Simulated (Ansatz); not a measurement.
Basis-set extrapolation for CH$_{7}$NOSSi (`OCN[SiH2]S`) (PBE0-D4/def2-TZVP geometry, frozen core, Ansatz). Multiplicity 1, RHF reference.

|  | def2-TZVPP | def2-QZVPP |
| --- | --- | --- |
| HF | -857.866807 | -857.895490 |
| MP2 correlation | -0.928326 | -0.999938 |
| CCSD(T) correlation | -1.017407 | not run |

Energies in hartree. Use E(X) = E(∞) + A·exp(−7.88·√X) for Hartree–Fock and E(X) = E(∞) + B·X^(−2.97) for correlation, with X = 3 and 4, and add CCSD(T) minus MP2 of the smaller set to the MP2 limit.

What is the CCSD(T) energy at the basis-set limit?

HF limit: -857.895490 + (-0.028683) × 0.13774 = -857.89944. MP2 limit: -0.999938 + (-0.071612) × 0.74074 = -1.05298. Higher-order term: -1.017407 − (-0.928326) = -0.08908. Total: -859.04150 hartree, 4.28 eV below CCSD(T)/def2-TZVPP.
